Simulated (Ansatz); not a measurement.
One change: `BCS` becomes `BC[S][GeH2][F]`.

Ansatz, PBE0-D4/def2-TZVP geometries, multiplicity 1. Each molecule was computed in one conformer, which needn't be the lowest.

Scalar relativity is left out up to krypton.

```json
{"property": "HOMO energy (ωB97M-V/def2-TZVPP) / eV", "`BCS`": "-9.05"}
{"property": "LUMO energy (PBE/def2-TZVPP) / eV", "`BCS`": "-2.72"}
{"property": "size of the dipole moment (PBE/def2-TZVPP) / D", "`BCS`": "1.23"}
{"property": "HOMO energy (B3LYP/def2-TZVPP) / eV", "`BCS`": "-6.56"}
{"property": "HOMO–LUMO gap (ωB97M-V/def2-TZVPP) / eV", "`BCS`": "9.31"}
{"property": "HOMO energy (PBE0/def2-TZVPP) / eV", "`BCS`": "-6.81"}
```

**Question.** Give the same properties after the change, and the shifts. (Best estimate.)

**Answer.** Computed: 
```tsv
property	`BC[S][GeH2][F]`	shift
HOMO energy (ωB97M-V/def2-TZVPP) / eV	-9.53	-0.48
LUMO energy (PBE/def2-TZVPP) / eV	-2.84	-0.12
size of the dipole moment (PBE/def2-TZVPP) / D	1.74	0.51
HOMO energy (B3LYP/def2-TZVPP) / eV	-7.08	-0.52
HOMO–LUMO gap (ωB97M-V/def2-TZVPP) / eV	9.70	0.39
HOMO energy (PBE0/def2-TZVPP) / eV	-7.33	-0.52
```

With PBE0 the HOMO falls by 0.52 eV and the LUMO falls by 0.10 eV, so the gap widens by about 0.42 eV. PBE moves the HOMO by -0.54 eV and ωB97M-V by -0.48 eV. Dipoles are sizes alone; their direction can turn.

B3LYP here is the variant with VWN-RPA as its local correlation; programs differ in this.
